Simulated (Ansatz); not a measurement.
Isolated molecules relaxed with PBE0-D4/def2-TZVP in Ansatz; ΔE leaves out vibrations. CCSD(T)/CBS adds triple-zeta CCSD(T) − MP2 to the extrapolated MP2 energy (def2 sets, frozen cores). This one scheme is used for every species. Functionals use def2-TZVPP. Each species was taken in one conformer, which may not be the lowest.

Reaction (formal loss of a carbene): `FC[N]1[CH2][AlH]1` → `[CH]F` + `[CH2]1[NH][AlH]1`

| level | ΔE (kcal/mol) |
| --- | --- |
| ωB97M-V | 91.7 |
| B2PLYP | 92.4 |

Task: What does CCSD(T)/CBS give? (Estimate.)

Result: The calculation gave: +91.7 kcal/mol. The listed levels differ from it by 0.0, 0.7 kcal/mol.

Largest T1 diagnostic among the species: 0.018.

The D4 term adds +2.6 kcal/mol with B3LYP and +1.4 kcal/mol with PBE0; it sums over pairs of atoms, weighted by their polarisabilities, and B3LYP, whose exchange is more repulsive, gets the larger term. In def2-TZVPP, CCSD(T) changes the Hartree–Fock value by +8.6 kcal/mol (the triples alone add +0.7 kcal/mol) and MP2 by +15.5 kcal/mol.

B3LYP here is the variant with VWN-RPA as its local correlation; programs differ in this.
